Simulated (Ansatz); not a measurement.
Several settings on one geometry of MoNCl₃ (that of the charge 0 singlet, B3LYP-D4/def2-SVP). Ansatz on 4 threads of Arm Neoverse V1 on a shared host; times are rough.

Cartesian coordinates in Å:
```
Mo 0.0003 -0.0002 0.0415
N 0.0066 -0.0125 1.6656
Cl 2.1825 0.0095 -0.5775
Cl -1.0994 1.8933 -0.5504
Cl -1.0900 -1.8901 -0.5791
```

Totals from different functionals, basis sets or treatments of relativity can't be compared as stabilities.

In the def2 sets Mo takes a core potential; there is no spin–orbit coupling. HSE06 is defined as in plane-wave codes, on full-range PBE exchange.

The spins typed aren't always the lowest for that charge.

Question: Give the basis size and estimate the energy, ⟨S²⟩ and time of these runs.

| run | method | charge | state | further keys |
| --- | --- | --- | --- | --- |
| 1 | RKS HSE06/def2-SVPD | 0 | singlet | scf: {omitted_lower_state_checks: [starts]} |
| 2 | RKS PBE0-D3(BJ)/def2-TZVP | 0 | singlet | – |
| 3 | UKS ωB97/def2-SVPD | 0 | triplet | – |

Answer: 
```tsv
run	functions	energy (Eh)	⟨S²⟩	wall time
1	135	-1502.6964	–	2.2 s
2	182	-1503.2721	–	2.7 s
3	135	-1503.0975	2.02	68 s
```

The restricted singlet is unstable towards broken spin symmetry in Hartree–Fock (as tested in another run); at RKS HSE06/def2-SVPD, RKS PBE0-D3(BJ)/def2-TZVP this wasn't settled.
